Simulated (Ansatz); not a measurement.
A structure relaxed at B3LYP-D4/def2-SVP in Ansatz, charge 0, singlet:

```xyz
8

Al    1.954    1.210   -0.946
Al   -1.699    1.579   -1.152
Al   -0.675   -1.930    1.387
Al   -0.200    0.648    0.779
Al   -2.048   -0.888   -0.524
Al    1.494   -1.097    0.057
Al    0.260    3.070   -0.352
H     0.913   -2.593    0.751
```

(1) Give its formula.

(2) Summarise the bond lengths by kind (pairs closer than 1.2 times the sum of covalent radii, bridged metal pairs left out).

Answers

(1) Al₇H.

(2) 12 × Al–Al 2.54 to 2.82 Å; 1 × Al–H 1.75 Å.

The restricted singlet is unstable towards broken spin symmetry in Hartree–Fock (as tested in another run); at B3LYP-D4/def2-SVP this wasn't settled. Another isomer (singlet) lies 0.79 eV lower at PBE0-D4/def2-TZVP; other spin states weren't run for this one.
